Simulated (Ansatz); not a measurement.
**Match the barriers**

Saddle point of BSiH$_{5}$Cl$_{2}$O, singlet (BHCl₂ ([Cl][BH][Cl]) + SiH₄O ([OH][SiH3]) → BSiH₃Cl₂O ([SiH3][O][B]([Cl])[Cl]) + H₂; bonds formed: H2–H5; dative contacts that become bonds: B1–O6; bonds broken: B1–H2, H5–O6), PBE0-D4/def2-TZVP structure:

B1  (-0.982, 0.256, -0.882)
H2  (-0.483, 1.270, -1.603)
Cl3  (-0.558, -1.272, -1.728)
Cl4  (-2.711, 0.578, -0.589)
H5  (0.034, 1.243, -0.690)
O6  (-0.097, 0.556, 0.322)
Si7  (0.980, -0.466, 1.118)
H8  (1.479, 0.327, 2.263)
H9  (0.242, -1.663, 1.574)
H10  (2.096, -0.829, 0.215)
(Å)

Ansatz 0.2.0; basis: def2-TZVPP, with def2-QZVPP for the basis limit; cores frozen in the correlated methods. Extrapolation: Hartree–Fock as exp(−7.88 √X), correlation as X^−2.97. Four methods, as single points on the PBE0-D4 structures, gave these electronic barriers from the start structure: 21.08, 26.98, 30.13, 39.10 kcal/mol.

Q: The methods were, in alphabetical order, CCSD(T), HF, PBE0-D4, SPW92. Which gave which? (A judgement: the text doesn't fix the answer.)

A: Computed: SPW92 21.08; PBE0-D4 26.98; CCSD(T) 30.13; HF 39.10 kcal/mol. For comparison, CCSD(T) at an estimated basis limit (MP2 extrapolated from triple and quadruple zeta, plus CCSD(T) − MP2 in triple zeta) gives 30.45 kcal/mol.

The T1 diagnostic stays at or below 0.012.

The step is the kind of ligand exchange by which a precursor binds to a hydroxyl group, or is hydrolysed, in atomic layer deposition of oxides.

Labels in which every atom is bracketed show which atoms are joined, not bond orders.

For scale, one of the runs: CCSD(T)/def2-TZVPP, 258 basis functions, launched by `ansatz run in.yaml --threads 8 --pin off --events-out ev --progress --plain --max-ram 19148MiB`. The run took 49 s on 8 CPU threads of an Intel Xeon Platinum 8259CL (shared host), with 5.7 GiB of host memory at its peak.
